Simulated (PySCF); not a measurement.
Choosing a molecule for a target property.

Species are written as SMILES; each is one conformer at its optimised geometry, gas phase, non-relativistic unless stated; the electronic structure was computed with PySCF and density fitting.

The conformers computed, where there is a choice (atom-mapped SMILES and torsion angles):
- `[CH2:1]=[CH:2][Si@H:3]([OH:4])[N:5]([CH3:6])[CH2:7][CH3:8]`: C1–C2–Si3–O4 -153°, C2–Si3–N5–C6 156°, Si3–N5–C7–C8 -82°, H–O4–Si3–C2 53°
- `[CH3:1][NH:2][C:3](=[S:4])[CH2:5]/[CH:6]=[CH:7]\[SiH3:8]`: C1–N2–C3–S4 -1°, N2–C3–C5–C6 -78°, C3–C5–C6–C7 -107°
- `[CH3:1][NH:2][C:3](=[O:4])[CH2:5][CH2:6][CH2:7][SiH3:8]`: C1–N2–C3–O4 -2°, N2–C3–C5–C6 -106°, C3–C5–C6–C7 64°, C5–C6–C7–Si8 64°
- `[O:1]=[C:2]1[CH2:3][SiH:4](/[C:5]([SiH3:6])=[CH:7]/[SiH3:8])[CH2:9]1`: C3–Si4–C5–Si6 75°
- `[O:1]=[C:2]1[CH2:3][C@H:4](/[C:5]([SiH3:6])=[CH:7]\[SiH3:8])[SiH2:9]1`: C3–C4–C5–Si6 -32°

Problem. Wanted: smallest rotational constant between 0.6 GHz and 0.9 GHz (GFN2-xTB) and HOMO–LUMO gap above 5.3 eV (PBE0/pcSseg-1), at GFN2-xTB geometries. Which candidate meets both?
A. `C=C[Si@H](O)N(C)CC`
B. `O=C1C[C@H](/C([SiH3])=C\[SiH3])[SiH2]1`
C. `O=C1C[SiH](/C([SiH3])=C/[SiH3])C1`
D. `CNC(=O)CCC[SiH3]`
E. `CNC(=S)C/C=C\[SiH3]`

Solution. D. Computed values:
```
                               species  smallest rotational constant  HOMO–LUMO gap
     O=C1C[SiH](/C([SiH3])=C/[SiH3])C1                     0.401 GHz        5.45 eV
O=C1C[C@H](/C([SiH3])=C\[SiH3])[SiH2]1                     0.505 GHz        5.17 eV
                   CNC(=S)C/C=C\[SiH3]                     0.625 GHz        5.01 eV
                      CNC(=O)CCC[SiH3]                     0.802 GHz        7.73 eV
                    C=C[Si@H](O)N(C)CC                     0.928 GHz        5.73 eV
```

Problem. Wanted: HOMO energy above -6.6 eV (PBE0/pcSseg-1) and dipole moment above 3.2 D (PBE0/pcSseg-1), at GFN2-xTB geometries. Which candidate meets both?
A. `O=C1C[SiH](/C([SiH3])=C/[SiH3])C1`
B. `CNC(=O)CCC[SiH3]`
C. `C=C[Si@H](O)N(C)CC`
D. `CNC(=S)C/C=C\[SiH3]`

Solution. D. Computed values:
| species | HOMO energy | dipole moment |
| --- | --- | --- |
| CNC(=O)CCC[SiH3] | -7.22 eV | 2.97 D |
| O=C1C[SiH](/C([SiH3])=C/[SiH3])C1 | -7.06 eV | 3.44 D |
| C=C[Si@H](O)N(C)CC | -6.12 eV | 0.95 D |
| CNC(=S)C/C=C\[SiH3] | -5.98 eV | 4.68 D |
